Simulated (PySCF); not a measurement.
NMR data simulated for an unnamed compound:

$^{1}$H NMR (500 MHz, computed): δ 7.55 (t, 1H), 5.26 (s, 2H), 4.61 (br s, 1H), 4.37 (br s, 1H), 3.06 (m, 2H), 2.98 (s, 1H).

$^{13}$C{$^{1}$H} NMR (computed): δ 163.2 (CH), 159.3 (C), 125.5 (C), 97.0 (CH2), 92.1 (CH), 85.8 (C), 38.2 (CH2).

Rapidly exchanging positions averaged, a single conformation, relativity neglected, no solvent. Geometry from GFN2-xTB; NMR shieldings at PBE0/pcSseg-1/GIAO; PySCF 2.14.

Referencing at the same level of theory: $^{1}$H and $^{13}$C vs TMS.

Which of these does the molecule contain: a Si–H bond, a C≡C triple bond, an ester, a non-aromatic C=C double bond, a heteroaromatic ring, an N-methyl group?

Answers


- A Si–H bond: yes (δH 5.26 (s)).
- A C≡C triple bond: yes (δC 92.1, 85.8; δH 2.98 (s)).
- An ester: no.
- A non-aromatic C=C double bond: yes.
- A heteroaromatic ring: no.
- An N-methyl group: no.

The data belong to SMILES C#CC1=CCC(=C)O[SiH2]1, C7H8OSi; they needn't prove each group on their own.

Carbon signals by region: 1 in the far downfield region (above 160 ppm), 2 in the sp2 and nitrile region (100–160 ppm), 3 at 50–100 ppm, 1 below 50 ppm. Above 160 ppm: 163.2, alkene CH.

Shifts are as computed. Against solution values, carbons near 30 ppm lie about +3 ppm off and those near 130 ppm about +5 ppm. Of 1211 compounds with measured shifts, 218 miss one by over three times the rms of a fit or turn the order of signals round; such compounds aren't used in these exercises. No couplings were computed; multiplicities are counted from neighbouring protons, with m where these are inequivalent, close in shift, in a saturated or five-membered ring or joined by F or P, and br s for small geminal =CH2 splittings.
